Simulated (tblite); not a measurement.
C4H6ClGe (doublet state).
SMILES with atom numbers: `[Cl:1][CH2:2][C@H:3]1[CH:4]=[CH:5][GeH:6]1` (hydrogens: H7, H8 on C2; H9 on C3; H10 on C4; H11 on C5; H12 on Ge6)
Bond orders are those of one Lewis drawing.

Computed with GFN2-xTB (tblite), gas phase: L-BFGS steps from a force-field or distance-geometry start until the largest atomic force falls under 0.01 eV/Å.

Step 4: E = -489.6515 eV
```
atom  x, y, z in Å  |  force x, y, z in eV/Å
Cl1     1.0815   -0.7976    1.7857   -0.095   0.109  -0.166
C2      1.5516   -0.1982    0.1682   -0.362   0.041  -0.136
C3      0.3658    0.3155   -0.5987    0.084   0.615   0.036
C4     -0.7846   -0.6190   -0.7519   -0.012  -0.251  -0.056
C5     -1.8540   -0.1311   -0.1405   -0.705   0.222   0.191
Ge6    -0.9785    1.5819    0.4086   -0.005  -0.157   0.008
H7      2.2606    0.6069    0.3326    0.245  -0.079  -0.040
H8      1.9743   -1.0390   -0.3677    0.430  -0.198   0.026
H9      0.6895    0.7980   -1.5285    0.117  -0.349  -0.004
H10    -0.6856   -1.5887   -1.2611   -0.011   0.354   0.289
H11    -2.8652   -0.5144   -0.0546    0.293  -0.208  -0.205
H12    -0.7541    1.5852    1.9817    0.022  -0.100   0.056
```

Step 5: E = -489.6853 eV
```
atom  x, y, z in Å  |  force x, y, z in eV/Å
Cl1     1.0737   -0.7899    1.7770   -0.073   0.067  -0.134
C2      1.5589   -0.2023    0.1613   -0.305   0.078  -0.128
C3      0.3703    0.3206   -0.6026   -0.035   0.530   0.069
C4     -0.7923   -0.6066   -0.7429   -0.054  -0.092   0.031
C5     -1.8736   -0.1297   -0.1358   -0.350   0.203   0.043
Ge6    -0.9925    1.5938    0.4048    0.080  -0.249   0.120
H7      2.2714    0.6054    0.3342    0.136  -0.197  -0.099
H8      1.9947   -1.0513   -0.3667    0.263   0.014   0.096
H9      0.7027    0.7867   -1.5389    0.030  -0.319   0.035
H10    -0.6835   -1.5701   -1.2482   -0.030   0.157   0.208
H11    -2.8784   -0.5355   -0.0628    0.348  -0.122  -0.173
H12    -0.7500    1.5782    1.9945   -0.012  -0.070  -0.069
```

Task: Estimate the geometry and energy of step 6. (The exact step hangs on the optimiser's Hessian estimate; all steps are aligned on step 5, rigid shifts and turns removed.)

Result: E = -489.7083 eV, largest force 0.305 eV/Å
```
atom  x, y, z in Å  |  force x, y, z in eV/Å
Cl1     1.0666   -0.7833    1.7683   -0.067   0.033  -0.093
C2      1.5598   -0.2037    0.1540   -0.151   0.080  -0.077
C3      0.3702    0.3324   -0.6033   -0.103   0.278   0.073
C4     -0.7995   -0.5964   -0.7342   -0.057   0.095   0.092
C5     -1.8901   -0.1252   -0.1330    0.031   0.158  -0.081
Ge6    -1.0009    1.5973    0.4045    0.098  -0.205   0.196
H7      2.2812    0.6000    0.3332    0.043  -0.241  -0.132
H8      2.0135   -1.0588   -0.3638    0.067   0.183   0.122
H9      0.7129    0.7732   -1.5468   -0.038  -0.237   0.020
H10    -0.6826   -1.5551   -1.2355   -0.034   0.002   0.139
H11    -2.8825   -0.5530   -0.0717    0.239  -0.088  -0.127
H12    -0.7474    1.5719    2.0023   -0.026  -0.059  -0.131
```

The energy changes by -0.0230 eV. The first-order estimate −F·Δx gives -0.0329 eV and the mean of the old and new forces, exact on a quadratic surface, -0.0230 eV. The step makes an angle of 55° with the force vector and moves no atom by more than 0.020 Å.

The cost below is that of the whole relaxation. The run took 0.47 s on an Arm Neoverse V1 with one thread, shared host with 32 logical CPUs at a one-minute load of 5.6.
